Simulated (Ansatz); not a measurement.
System: BeHSBr, charge 0, multiplicity 1. SMILES: [SH][Be][Br]
Geometry: optimised at B3LYP-D3(BJ)/def2-TZVP (Ansatz, an electronic-structure program).

Property: vertical ionisation energy to the doublet, in eV. Terms: LANL2DZ with its own core potentials from Na on; each state is the SCF solution reached for its charge and spin; 6-31G* and kin with 6d, 5d where marked; non-relativistic; open shells spin-unrestricted; no spin-orbit coupling; dispersion terms only where a functional's name holds one. Ab initio and DFT rows: single points at B3LYP-D3(BJ) geometries (Ansatz).

```
level                              program  vertical ionisation energy to the doublet (eV)
---------------------------------  -------  ----------------------------------------------
B3LYP/STO-3G                        Ansatz                                            7.58
B3LYP/3-21G                         Ansatz                                           10.10
B3LYP/6-31G*                        Ansatz                                           10.05
B3LYP/6-31G* with LANL2DZ past Ar   Ansatz                                           10.07
B3LYP/def2-TZVPD                    Ansatz                                           10.08
```

No value to compare with is used here. The 4 habitual levels span 7.58 (B3LYP/STO-3G) to 10.10 eV (B3LYP/3-21G); B3LYP/def2-TZVPD gives 10.08.

The sets are all those run for this method; left out are runs that failed, that the program found above a lower state of the same kind, or whose <S^2> lies over 0.5 above the pure value.
